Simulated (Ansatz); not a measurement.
Abridged output of a molecular run in Ansatz:

```
Functional definition: HF
1221 factors; integrals over basis functions are off by at most 1.2e-3 eV
mean field evaluation 1: about -102489.5141 eV, gradient 2.9e1 eV
mean field evaluation 2: about -102489.5698 eV, gradient 2.9e1 eV
mean field evaluation 4: about -102492.4101 eV, gradient 3.5e0 eV
mean field evaluation 8: about -102492.4579 eV, gradient 1.0e-1 eV
mean field evaluation 16: about -102492.3913 eV, gradient 1.1e0 eV
mean field -102492.45799428 eV, -3766.5283594066 hartree, gradient 6.1e-6 eV, S^2 0.000000; 2 other end points of the search recorded, 0 dependent functions left out
20 core orbitals not correlated: weight in the atoms' cores, before any rotation towards them, 1.000 or more for the frozen orbitals, at most 0.000 for the correlated occupied ones
reference -102492.45799428 eV, -3766.5283594066 hartree; 19, 19 occupied and 82, 82 virtual orbitals, 1221 factors
second order -20.46627510 eV of doubles, -0.00000000 eV of singles
cycle   1  -19.93152319 eV  change    5.3e-1 eV  update   1.3e-1
cycle   2  -20.65323876 eV  change   -7.2e-1 eV  update   4.4e-2
cycle   3  -20.78739664 eV  change   -1.3e-1 eV  update   2.0e-2
cycle   4  -20.77674020 eV  change    1.1e-2 eV  update   5.5e-3
cycle   5  -20.77324698 eV  change    3.5e-3 eV  update   2.6e-3
cycle   6  -20.77400918 eV  change   -7.6e-4 eV  update   8.2e-4
cycle   7  -20.77376500 eV  change    2.4e-4 eV  update   3.9e-4
cycle   8  -20.77361171 eV  change    1.5e-4 eV  update   1.7e-4
cycle   9  -20.77367736 eV  change   -6.6e-5 eV  update   7.4e-5
cycle  10  -20.77369789 eV  change   -2.1e-5 eV  update   3.0e-5
perturbative correction -0.66089064 eV, -0.0242872830 hartree
Total energy: -102513.89258281 eV, -3767.3160660063 hartree
```

Its atoms:

```xyz
10

B     1.445   -1.370    0.527
C     1.687   -0.019   -0.065
Zn   -0.292    0.409   -0.159
Ga   -2.617    1.142   -0.378
H     1.246   -2.325   -0.176
H     1.336   -1.511    1.717
H     1.978    0.083   -1.114
H     2.056    0.801    0.556
H    -3.239    1.574   -1.765
H    -3.600    1.218    0.856
```

(1) Which basis set was used?
A. def2-SVPD
B. def2-SVP
C. def2-QZVPP
D. cc-pV(Q+d)Z

(2) Write the keys of the input that set method, charge and spin (a neutral closed shell needs none for the last two).

## Answers

(1) B. It gives 121 functions.

(2) 
```yaml
correlation: {method: ccsd_t, frozen_orbitals: {B: 1, C: 1, Ga: 9, H: 0, Zn: 9}}
```
